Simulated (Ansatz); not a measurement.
Gas-phase electronic energies from Ansatz, PBE0-D4/def2-TZVP geometries. CCSD(T)/CBS adds triple-zeta CCSD(T) − MP2 to the extrapolated MP2 energy (def2 sets, frozen cores). This one scheme is used for every species, atoms too. For atomizations the MP2-based limit and the directly extrapolated one differ by several kJ/mol either way, and by 10 to 25 for some Ge, Se and Sn compounds, so smaller differences from it don't rank the levels. Functionals use def2-TZVPP. Open shells (•) are unrestricted, without spin–orbit coupling. Spin–orbit coupling would lower the free atoms: a little for F, Si.

Consider the atomization: `F[Si@H]1N[Si@@H](F)N1` → 2 F• + 4 H• + 2 N• + 2 Si•.

| level | ΔE (eV) | difference from CCSD(T)/CBS |
| --- | --- | --- |
| LDA (SPW92) | 47.18 | 5.76 |
| revPBE-D4 | 40.50 | -0.92 |
| BLYP-D4 | 41.12 | -0.30 |
| r2SCAN-D4 | 41.10 | -0.32 |
| B97M-V | 41.27 | -0.15 |
| PBE0-D4 | 40.82 | -0.60 |
| r2SCAN0-D4 | 40.27 | -1.15 |
| B2PLYP | 40.76 | -0.66 |
| PBE-QIDH | 40.72 | -0.70 |
| PBE0 | 40.60 | -0.82 |
| BHLYP | 39.48 | -1.94 |
| HF/def2-SVP | 28.11 | -13.31 |
| MP2/def2-TZVPP | 41.11 | -0.31 |
| SCS-MP2/def2-TZVPP | 40.84 | -0.58 |
| MP2/def2-QZVPP | 42.04 | 0.62 |
| HF/CBS(def2) | 29.35 | -12.07 |
| CCSD(T)/CBS | 41.42 | 0 |

Largest T1 diagnostic among the species: 0.012.

In def2-TZVPP, CCSD(T) changes the Hartree–Fock value by +10.75 eV (the triples alone add +0.66 eV) and MP2 by +11.96 eV; breaking electron pairs costs correlation energy, which Hartree–Fock lacks. Leaving LDA and LC-ωPBE aside and taking each functional with its dispersion term where it has one, the values, not all of them listed here, spread over 1.87 eV, from BHLYP-D4 to PBE-D4. LDA lies +5.76 eV from PBE without D4, its usual overbinding. At CCSD(T), def2-SVP lies −4.20 eV from the extrapolated value and def2-TZVPP −1.52 eV: correlation converges slowly with the basis, and small sets miss more of it in the bonded molecule than in its fragments.
